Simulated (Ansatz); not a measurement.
# AlNH3OF (SMILES [NH2][Al]([OH])[F]): the vertical ionisation energy from total energies

AlNH3OF has 7 atoms, charge 0, and is taken as a singlet. As SMILES, `[NH2][Al]([OH])[F]`. Geometry: relaxed at PBE0-D4/def2-TZVP. This is one conformer, not always the lowest.

Both states at this one shape; open shells run unrestricted unless said. 1 Eh = 27.2114 eV.

| level | program | singlet AlNH3OF (Eh) | doublet AlNH3OF+ (Eh) | HOMO of the first (eV) |
| --- | --- | --- | --- | --- |
| SVWN5/cc-pVDZ | Ansatz | -471.526240 | -471.156342 | -6.07 |
| BHLYP/cc-pVDZ | Ansatz | -474.115670 | -473.746436 | -8.87 |
| PBE0/cc-pVDZ | Ansatz | -473.859805 | -473.488406 | -7.47 |

Task: Work out the vertical ionisation energy at each level.

Result: 
1. SVWN5/cc-pVDZ: -471.156342 − (-471.526240) = 0.369898 Eh = 10.07 eV; −ε(HOMO) = 6.07 eV.
2. BHLYP/cc-pVDZ: -473.746436 − (-474.115670) = 0.369234 Eh = 10.05 eV; −ε(HOMO) = 8.87 eV.
3. PBE0/cc-pVDZ: -473.488406 − (-473.859805) = 0.371399 Eh = 10.11 eV; −ε(HOMO) = 7.47 eV.

No measured value is set beside it here; the levels span 10.05 to 10.11 eV. In semi-local functionals −ε(HOMO) lies far under the ionisation energy, a result of self-interaction.
